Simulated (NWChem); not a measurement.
System: SiHSBr, singlet; SMILES Br[Si]S

Here is an NWChem input.

```
start job
memory heap 200 mb stack 900 mb global 1100 mb
geometry units angstroms noautoz
  Si     1.062293    -0.632626    -0.007550
  Br    -0.181461     1.256254     0.007851
  S     -0.567256    -2.029022    -0.011637
  H      0.250236    -3.109091    -0.020652
end
basis spherical
  * library def2-svp
end
dft
  xc pbe0
  iterations 150
  vectors input atomic output neutral.movecs
end
task dft energy
charge 1
dft
  odft
  mult 2
  vectors input atomic output cation.movecs
end
task dft energy
```

Excerpt of the output:

```
             Northwest Computational Chemistry Package (NWChem) 7.3.0
             --------------------------------------------------------

 CS  symmetry detected

                             Geometry "geometry" -> ""
                             -------------------------

 Output coordinates in angstroms (scale by  1.889725989 to convert to a.u.)

  No.       Tag          Charge          X              Y              Z
 ---- ---------------- ---------- -------------- -------------- --------------
    1 Si                  14.0000     1.06495644    -0.62899903     0.00000000
    2 Br                  35.0000    -0.17289333     1.26381812     0.00000000
    3 S                   16.0000    -0.56895524    -2.02029377     0.00000000
    4 H                    1.0000     0.24516034    -3.10294759     0.00000000

 Effective nuclear repulsion energy (a.u.)     272.7853559123

      Symmetry information
      --------------------

 Group name             Cs
 Group number              2
 Group order               2
 No. of unique centers     4

                                 NWChem DFT Module
                                 -----------------

 Summary of "ao basis" -> "ao basis" (spherical)
 ------------------------------------------------------------------------------
       Tag                 Description            Shells   Functions and Types
 ---------------- ------------------------------  ------  ---------------------
 Si                         def2-svp                 8       18   4s3p1d
 Br                         def2-svp                12       32   5s4p3d
 S                          def2-svp                 8       18   4s3p1d
 H                          def2-svp                 3        5   2s1p

      Symmetry analysis of basis
      --------------------------

        a'         52
        a"         21

            General Information
            -------------------
          SCF calculation type: DFT
          Wavefunction type:  closed shell.
          No. of atoms     :     4
          No. of electrons :    66
           Alpha electrons :    33
            Beta electrons :    33
          Charge           :     0
          Spin multiplicity:     1
          Use of symmetry is: on ; symmetry adaption is: on
          Maximum number of iterations: 150
          AO basis - number of functions:    73
                     number of shells:    31
          Convergence on energy requested:  1.00D-06
          Convergence on density requested:  1.00D-05
          Convergence on gradient requested:  5.00D-04

              XC Information
              --------------
                         PBE0 Method XC Functional
                     Hartree-Fock (Exact) Exchange  0.250
          PerdewBurkeErnzerhof Exchange Functional  0.750
            Perdew 1991 LDA Correlation Functional  1.000 local
           PerdewBurkeErnz. Correlation Functional  1.000 non-local

             Grid Information
             ----------------
          Grid used for XC integration:  medium
          Radial quadrature: Mura-Knowles
          Angular quadrature: Lebedev.
          Tag              B.-S. Rad. Rad. Pts. Rad. Cut. Ang. Pts.
          ---              ---------- --------- --------- ---------
          Si                  1.10       88           8.0       590
          Br                  1.15      112          11.0       590
          S                   1.00       88          10.0       590
          H                   0.35       45          11.0       434
          Grid pruning is: on
          Number of quadrature shells:   333
          Spatial weights used:  Erf1

      Superposition of Atomic Density Guess
      -------------------------------------

 Sum of atomic energies:       -3258.67095032

      Non-variational initial energy
      ------------------------------

 Total energy =   -3259.167271
 1-e energy   =   -5076.757910
 2-e energy   =    1544.805283
 HOMO         =      -0.241446
 LUMO         =      -0.036023

      Symmetry analysis of molecular orbitals - initial
      -------------------------------------------------

  Numbering of irreducible representations:

     1 a'          2 a"

  Orbital symmetries:

     1 a'          2 a'          3 a'          4 a'          5 a'
     6 a'          7 a"          8 a'          9 a'         10 a'
    11 a'         12 a"         13 a'         14 a'         15 a"
    16 a'         17 a'         18 a'         19 a"         20 a'
    21 a'         22 a"         23 a'         24 a"         25 a'
    26 a'         27 a'         28 a'         29 a'         30 a"
    31 a'         32 a"         33 a'         34 a"         35 a'
    36 a'         37 a'         38 a'         39 a'         40 a'
    41 a'         42 a'         43 a"

   convergence    iter        energy       DeltaE   RMS-Dens  Diis-err
 ---------------- ----- ----------------- --------- --------- ---------
 d= 0,ls=0.0,diis     1  -3261.3493981108 -3.53D+03  1.56D-02  3.70D-01
 d= 0,ls=0.0,diis     2  -3261.3201943593  2.92D-02  1.04D-02  4.90D-01
 d= 0,ls=0.0,diis     3  -3261.3981365173 -7.79D-02  2.07D-03  1.70D-02
 d= 0,ls=0.0,diis     4  -3261.4010167299 -2.88D-03  4.70D-04  7.31D-04
 d= 0,ls=0.0,diis     5  -3261.4011349925 -1.18D-04  1.72D-04  7.15D-05
  Resetting Diis
 d= 0,ls=0.0,diis     6  -3261.4011474670 -1.25D-05  3.79D-05  1.03D-05
 d= 0,ls=0.0,diis     7  -3261.4011488163 -1.35D-06  1.32D-05  1.13D-07
 d= 0,ls=0.0,diis     8  -3261.4011488175 -1.26D-09  6.31D-06  1.33D-07

         Total DFT energy =    -3261.401148817535
      One electron energy =    -5077.846575592869
           Coulomb energy =     1681.396378086853
    Exchange-Corr. energy =     -137.736307223845
 Nuclear repulsion energy =      272.785355912325

 Numeric. integr. density =       65.999995568696

                  Occupations of the irreducible representations
                  ----------------------------------------------

[...]
```

Level: PBE0/def2-SVP, vertical spin-unrestricted ions. Low-valent species are run as closed-shell singlets; no triplet was tried in these runs. The geometry was optimised at PBE0/def2-SVP.
